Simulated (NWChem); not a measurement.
Molecule: C5H3F; SMILES C#CC(F)=C=C

```xyz
9

C      0.9549     2.3370     0.0000
C      0.3451     1.2737     0.0000
C     -0.3661     0.0410     0.0000
F     -1.7224     0.1490     0.0000
C      0.2175    -1.1541     0.0000
C      0.8210    -2.3211     0.0000
H      1.4940     3.2743     0.0000
H      1.0865    -2.8369     0.9416
H      1.0865    -2.8369    -0.9416
```
Atoms are numbered in this order, from 1.

Program: NWChem. The geometry was optimised at PBE-D3(BJ)/def2-SVP. B3LYP is NWChem's, with the RPA form of VWN correlation. Ions are spin-unrestricted doublets at the neutral geometry; other ion states weren't tried.

For level B3LYP/def2-SVP:

- −ε(HOMO) (eV) = 6.77

### Question
Estimate the same quantities for level CAM-B3LYP/def2-SVP.

### Answer
The −ε(HOMO) (eV) is 8.24.
